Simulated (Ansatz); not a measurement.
Li₉⁻. Total charge -1; singlet. Geometry r2SCAN/def2-TZVPD.

Cartesian coordinates in Å:
```
Li 3.648 -1.796 -1.057
Li -2.765 2.474 0.016
Li 1.177 -2.139 1.030
Li -1.655 -1.783 2.794
Li 0.087 2.031 -1.700
Li 0.976 -0.744 -1.528
Li 2.935 0.949 -2.847
Li -1.030 0.195 0.701
Li -3.373 0.813 2.590
```

The restricted singlet is unstable towards broken spin symmetry in Hartree–Fock (as tested in another run); at PBE/def2-TZVPD, r2SCAN/def2-TZVPD, PBE0/def2-TZVPD, r2SCAN0/def2-TZVPD and others this wasn't settled. Another isomer (singlet) lies 1.00 eV lower at PBE0/def2-TZVPD; other spin states weren't run for this one.

(1) Estimate the orbital energies around the gap (eV) in Ansatz with PBE/def2-TZVPD, r2SCAN/def2-TZVPD, PBE0/def2-TZVPD, r2SCAN0/def2-TZVPD, ωB97M-V/def2-TZVPD.

Answers

(1) 
| orbital | PBE/def2-TZVPD | r2SCAN/def2-TZVPD | PBE0/def2-TZVPD | r2SCAN0/def2-TZVPD | ωB97M-V/def2-TZVPD |
| --- | --- | --- | --- | --- | --- |
| HOMO−9 | -47.68 | -49.30 | -51.75 | -52.95 | -54.67 |
| HOMO−8 | -47.65 | -49.27 | -51.73 | -52.93 | -54.59 |
| HOMO−7 | -47.65 | -49.27 | -51.73 | -52.93 | -54.59 |
| HOMO−6 | -47.41 | -49.02 | -51.52 | -52.70 | -54.44 |
| HOMO−5 | -47.24 | -48.84 | -51.33 | -52.51 | -54.29 |
| HOMO−4 | -1.70 | -1.85 | -2.47 | -2.54 | -4.08 |
| HOMO−3 | -1.14 | -1.25 | -1.80 | -1.84 | -3.22 |
| HOMO−2 | -0.78 | -0.84 | -1.31 | -1.33 | -2.54 |
| HOMO−1 | -0.26 | -0.27 | -0.65 | -0.65 | -1.61 |
| HOMO | -0.09 | -0.09 | -0.45 | -0.44 | -1.37 |
| LUMO | 0.41 | 0.50 | 0.83 | 0.86 | 1.84 |
| LUMO+1 | 0.53 | 0.60 | 1.00 | 1.00 | 2.01 |
| LUMO+2 | 0.68 | 0.78 | 1.09 | 1.12 | 2.04 |
| LUMO+3 | 0.76 | 0.87 | 1.15 | 1.21 | 2.12 |
| LUMO+4 | 1.00 | 1.11 | 1.44 | 1.49 | 2.39 |
| LUMO+5 | 1.04 | 1.16 | 1.49 | 1.54 | 2.44 |
